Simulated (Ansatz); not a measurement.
One change: `C[NH][SnH]([F])[Cl]` becomes `[F][SnH]([Cl])[Cl]`.

Ansatz, PBE0-D4/def2-TZVP geometries, multiplicity 1. Each molecule was computed in one conformer, which needn't be the lowest.

Elements past krypton have def2 core potentials.

```json
{"property": "HOMO–LUMO gap (PBE0/def2-TZVPP) / eV", "`C[NH][SnH]([F])[Cl]`": "6.21"}
{"property": "LUMO energy (ωB97M-V/def2-TZVPP) / eV", "`C[NH][SnH]([F])[Cl]`": "0.79"}
{"property": "LUMO energy (B3LYP/def2-TZVPP) / eV", "`C[NH][SnH]([F])[Cl]`": "-1.54"}
{"property": "HOMO energy (B3LYP/def2-TZVPP) / eV", "`C[NH][SnH]([F])[Cl]`": "-7.18"}
{"property": "HOMO energy (PBE/def2-TZVPP) / eV", "`C[NH][SnH]([F])[Cl]`": "-6.03"}
{"property": "HOMO–LUMO gap (PBE/def2-TZVPP) / eV", "`C[NH][SnH]([F])[Cl]`": "3.87"}
```

(1) What does the change do to each property? (Best estimate.)

Answers

(1) Computed: 
| property | `[F][SnH]([Cl])[Cl]` | shift |
| --- | --- | --- |
| HOMO–LUMO gap (PBE0/def2-TZVPP) / eV | 7.44 | 1.23 |
| LUMO energy (ωB97M-V/def2-TZVPP) / eV | -0.12 | -0.91 |
| LUMO energy (B3LYP/def2-TZVPP) / eV | -2.51 | -0.97 |
| HOMO energy (B3LYP/def2-TZVPP) / eV | -9.32 | -2.14 |
| HOMO energy (PBE/def2-TZVPP) / eV | -8.17 | -2.14 |
| HOMO–LUMO gap (PBE/def2-TZVPP) / eV | 5.04 | 1.17 |

With PBE0 the HOMO falls by 2.21 eV and the LUMO falls by 0.98 eV, so the gap widens by about 1.23 eV. PBE moves the HOMO by -2.14 eV and ωB97M-V by -2.16 eV. The zero-point energy changes by -138.5 kJ/mol with -15 modes.

B3LYP here is the variant with VWN-RPA as its local correlation; programs differ in this.
